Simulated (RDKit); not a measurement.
Job for RDKit: UFF on BFH3NO (SMILES NB(O)F), a point of a torsion scan.

```python
from rdkit import Chem
from rdkit.Chem import AllChem, rdDetermineBonds

blocks = [
'''7

N     1.05740245   -0.38808030    0.16949581
B    -0.29118642    0.03306681    0.42064094
O    -0.76147942    0.21833059    1.65263839
F    -1.10465543    0.34880414   -0.61851512
H     1.76727328    0.32484031    0.14633928
H     1.13156309   -0.87468956   -0.71729404
H    -1.66611819    0.52793414    1.71051161
''',
]
mol = None
for b in blocks:
    f = Chem.MolFromXYZBlock(b)
    rdDetermineBonds.DetermineBonds(f, charge=0)
    mol = f if mol is None else Chem.CombineMols(mol, f)
Chem.SanitizeMol(mol)
print(Chem.MolToSmiles(Chem.RemoveHs(mol)))
ff = AllChem.UFFGetMoleculeForceField(mol, vdwThresh=100.0, ignoreInterfragInteractions=False)
e = ff.CalcEnergy()
print(f'UFF energy {e:.6f} kcal/mol')
```

Output:

```
NB(O)F
UFF energy 31.362628 kcal/mol
```

The run finished.

Cost: very roughly 0.010 core-seconds.
